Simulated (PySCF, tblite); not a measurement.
Isomers of C3H5ClFSi (doublet state), one GFN2-xTB conformer each. Single-point energies are computed at B3LYP/pcH-1 (PySCF, gas phase, no added dispersion term), electronic only. GFN2-xTB treats the open shell by occupation alone, and not every SCF solution was tested for stability.

Problem. Rank them by B3LYP/pcH-1 energy, lowest first (kJ/mol).
A. `F[C@@H]1[C]([SiH3])[C@H]1Cl` [radical]
B. `F[C@@H]1[C](Cl)[C@@H]1[SiH3]` [radical]

Solution. A (0.0), B (15.8).

Neighbours under 21 kJ/mol apart (F[C@@H]1[C]([SiH3])[C@H]1Cl and F[C@@H]1[C](Cl)[C@@H]1[SiH3]) can change places with a better method, another conformer or zero-point energy. GFN2-xTB itself gives, in the same order: 6.6, 0.0. GFN2-xTB puts F[C@@H]1[C](Cl)[C@@H]1[SiH3] lowest instead.

Problem. What happens when harmonic zero-point energies from GFN2-xTB frequencies are added?

Solution. 
```
                      SMILES  ZPE (kJ/mol)  electronic (kJ/mol)  with ZPE (kJ/mol)
 F[C@@H]1[C]([SiH3])[C@H]1Cl         165.0                  0.0                0.0
F[C@@H]1[C](Cl)[C@@H]1[SiH3]         168.0                 15.8               18.8
```

The zero-point energies span 3.0 kJ/mol. The order is unchanged.
